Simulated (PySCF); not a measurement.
Working out the ionisation energy of F²⁺

F²⁺ [He] 2s2 2p3 (4S) → F³⁺ [He] 2s2 2p2 (3P). All numbers are calculated (PySCF 2.14, no relativity, point nucleus, in dyall-acv3z (15s9p4d2f, 76 functions)). Frozen: nothing; the 5 highest virtual orbitals dropped. Energies in hartree (1 hartree = 27.21139 eV):

| part | F²⁺ (lower) | F³⁺ (upper) |
| --- | --- | --- |
| UHF | -97.613705 | -95.325764 |
| MP2 opposite-spin | -0.122794 | -0.116859 |
| MP2 same-spin | -0.036534 | -0.019375 |

Q: What does Hartree-Fock give?

A: (-95.325764) − (-97.613705) = 2.287941 hartree = 62.258 eV.

Q: What do MP2 and SCS-MP2 (6/5 opposite-spin, 1/3 same-spin) give?

A: The opposite-spin parts differ by 0.161 eV and the same-spin parts by 0.467 eV. MP2: 62.258 + (0.161) + (0.467) = 62.886 eV. SCS-MP2: 62.258 + 1.2 × (0.161) + (0.467)/3 = 62.607 eV.

A first-order spin-orbit estimate adds -0.054 eV to MP2 (valence and next inner shell), giving 62.832 eV against 62.708 eV (semi-empirical (NIST evaluation); NIST Atomic Spectra Database, ionization energies).

What remains against the reference includes basis incompleteness and correlation beyond second order.
